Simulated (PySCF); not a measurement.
Calculation: PBE-D3(BJ)/def2-TZVP // PBE0-D3(BJ)/def2-TZVP (PySCF 2.14.0). All species are isolated molecules in the gas phase. One relaxed conformer stands for a flexible species; it need not be the lowest. Excitations are Tamm–Dancoff values on a coarser integration grid. The basis has no diffuse functions, so Rydberg states are missing or too high.

Reference species (SMILES): `S=C[SiH]=C` (C–Si–C–S torsion 0°) (neutral, multiplicity 1).

The S1–T1 gap (TDA) is 0.53 eV and the brightest of the four lowest singlets (TDA) is 3.19 eV.

Changed species: `C=[SiH]B(O)O` (X = borono; the reference has X = thioformyl).

Give the shifts of the S1–T1 gap (TDA) and brightest of the four lowest singlets (TDA).

the S1–T1 gap (TDA) increases by 1.73 eV, to 2.26 eV; the brightest of the four lowest singlets (TDA) increases by 1.64 eV, to 4.83 eV.
